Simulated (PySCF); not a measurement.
CH9BOSi2, SMILES BC[SiH2]O[SiH3] (GFN2-xTB optimised geometry):

```
14

B      1.468    -1.104     0.000
C     -0.076    -1.104     0.000
Si    -0.628     0.732     0.000
O      0.080     1.570     1.189
Si     1.130     1.904     2.380
H      2.062    -1.141     1.009
H      2.059    -1.036    -1.009
H     -0.527    -1.550    -0.884
H     -0.524    -1.570     0.877
H     -0.265     1.419    -1.240
H     -2.062     0.813     0.286
H      0.901     0.947     3.461
H      0.789     3.270     2.769
H      2.484     1.799     1.841
```

Method: B3LYP/def2-TZVP (PySCF).

### Question
What are the frontier orbital energies and the dipole moment?

### Answer
HOMO-2 -8.99 eV, HOMO-1 -8.38 eV, HOMO -8.24 eV, LUMO -1.64 eV, LUMO+1 0.00 eV; dipole moment 0.69 D.

Meta-Löwdin charges at B3LYP/def2-TZVP: B1 0.00, C2 -0.55, Si3 0.94, O4 -0.85, Si5 0.80, H6 0.00, H7 0.01, H8 0.14, H9 0.13, H10 -0.13, H11 -0.13, H12 -0.13, H13 -0.12, H14 -0.12.
